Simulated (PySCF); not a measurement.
Compound: C₄H₁₀Si.
Bonds: C1–C2 (double), C2–C3, C3–Si4, Si4–C5. Hydrogens: H6, H7 on C1; H8 on C2; H9, H10 on C3; H11, H12 on Si4; H13, H14, H15 on C5.

Method: PySCF 2.14.0, PBE0-D3(BJ)/def2-SVP geometry optimisation, gas phase; density fitting, grid level 1; the optimiser is geomeTRIC in internal coordinates, started from a GFN2-xTB structure with every atom displaced at random (about 0.01 Å).

Step 0: E = -12174.4108 eV
```
atom  x, y, z in Å  |  force x, y, z in eV/Å
C1      2.1249   -0.4578   -1.0754   -1.171   1.527  -0.606
C2      1.7134   -0.1579    0.1505   -0.120   0.245   0.093
C3      0.7526    0.9305    0.5099    1.001  -0.502   1.029
Si4    -0.9133    0.2324    0.9863   -0.928  -0.212  -0.952
C5     -1.6577   -0.7160   -0.5089   -0.542   0.643   1.484
H6      1.7614    0.1532   -1.9253    0.177  -0.300   0.210
H7      2.7856   -1.2461   -1.3017    0.996  -1.181  -0.198
H8      2.0907   -0.7505    0.9748    0.118  -0.323   0.447
H9      0.6656    1.6341   -0.2946   -0.268   0.673  -0.825
H10     1.1636    1.4894    1.3787   -0.200  -0.063  -0.143
H11    -1.8301    1.3471    1.3708   -0.037   0.080   0.056
H12    -0.7994   -0.6727    2.1448    0.136  -0.249   0.319
H13    -2.6391   -1.1551   -0.2689    0.064  -0.024   0.122
H14    -0.9979   -1.4981   -0.8085    0.790  -0.944  -0.357
H15    -1.8146   -0.0616   -1.3487   -0.018   0.630  -0.676
```

Step 1: E = -12174.5454 eV
```
atom  x, y, z in Å  |  force x, y, z in eV/Å
C1      2.0981   -0.4534   -1.0878    0.306  -0.355  -0.089
C2      1.7375   -0.1404    0.1585    0.004  -0.044   0.088
C3      0.7743    0.9302    0.5377   -0.127   0.208  -0.235
Si4    -0.9421    0.2309    0.9597    0.097  -0.107   0.014
C5     -1.6623   -0.7017   -0.5061    0.129  -0.043  -0.140
H6      1.7275    0.0999   -1.9531   -0.060   0.087  -0.067
H7      2.7933   -1.2825   -1.2958   -0.190   0.220   0.089
H8      2.1431   -0.7377    0.9873   -0.017   0.016  -0.040
H9      0.6480    1.6596   -0.2883    0.019  -0.125   0.130
H10     1.1293    1.4948    1.4138    0.020   0.031   0.071
H11    -1.8391    1.3544    1.3795   -0.014   0.006  -0.025
H12    -0.7790   -0.6862    2.1352   -0.057  -0.016  -0.022
H13    -2.6325   -1.1568   -0.2612   -0.042  -0.007   0.044
H14    -0.9761   -1.5098   -0.8256   -0.097   0.166   0.085
H15    -1.8141   -0.0306   -1.3702    0.028  -0.038   0.098
```

Step 2: E = -12174.5504 eV
```
atom  x, y, z in Å  |  force x, y, z in eV/Å
C1      2.1149   -0.4643   -1.0904   -0.048   0.074  -0.054
C2      1.7356   -0.1355    0.1478    0.051  -0.078   0.116
C3      0.7682    0.9343    0.5290   -0.004   0.053  -0.112
Si4    -0.9398    0.2228    0.9622    0.048  -0.022   0.041
C5     -1.6657   -0.6951   -0.5020   -0.016  -0.028  -0.058
H6      1.7484    0.0891   -1.9620    0.011  -0.016  -0.010
H7      2.8084   -1.2889   -1.2792   -0.029   0.032   0.032
H8      2.1368   -0.7269    0.9813   -0.003  -0.013   0.016
H9      0.6352    1.6606   -0.2919   -0.011  -0.022   0.009
H10     1.1243    1.4993    1.4075    0.013  -0.012  -0.006
H11    -1.8413    1.3421    1.3849    0.001   0.010  -0.002
H12    -0.7836   -0.7051    2.1290   -0.015  -0.002  -0.007
H13    -2.6357   -1.1513   -0.2512    0.008   0.007   0.009
H14    -0.9805   -1.4945   -0.8256   -0.008   0.017   0.010
H15    -1.8195   -0.0160   -1.3557    0.002   0.001   0.015
```

Task: Estimate the geometry and energy of step 3. (The exact step hangs on the optimiser's Hessian estimate; all steps are aligned on step 2, rigid shifts and turns removed.)

Result: E = -12174.5496 eV, largest force 0.199 eV/Å
```
atom  x, y, z in Å  |  force x, y, z in eV/Å
C1      2.1038   -0.4546   -1.0868   -0.020   0.037   0.024
C2      1.7406   -0.1450    0.1617   -0.072   0.102  -0.151
C3      0.7722    0.9308    0.5238    0.030  -0.036   0.193
Si4    -0.9345    0.2201    0.9601   -0.003   0.042   0.039
C5     -1.6605   -0.6976   -0.5023   -0.072  -0.001   0.016
H6      1.7316    0.1079   -1.9521    0.016  -0.031   0.072
H7      2.7913   -1.2752   -1.2869    0.087  -0.102  -0.044
H8      2.1417   -0.7401    0.9925   -0.009   0.001  -0.010
H9      0.6416    1.6469   -0.3027   -0.004   0.016  -0.053
H10     1.1267    1.5028    1.3996   -0.018   0.001  -0.025
H11    -1.8363    1.3444    1.3704    0.002   0.004   0.011
H12    -0.7934   -0.7057    2.1298    0.012   0.001   0.003
H13    -2.6328   -1.1485   -0.2490    0.024   0.009  -0.009
H14    -0.9773   -1.4972   -0.8197    0.039  -0.065  -0.034
H15    -1.8088   -0.0184   -1.3547   -0.012   0.022  -0.031
```

The energy changes by +0.0008 eV. The first-order estimate −F·Δx gives -0.0052 eV and the mean of the old and new forces, exact on a quadratic surface, +0.0008 eV. The step makes an angle of 69° with the force vector and moves no atom by more than 0.027 Å. The energy falls at the start of this step and ends higher, so the step passed the lowest point of its straight line.

What follows is the cost of the whole optimisation. Time: 41 s wall; peak memory 0.50 GiB. Hardware: one thread of an Arm Neoverse V1, on a shared host.
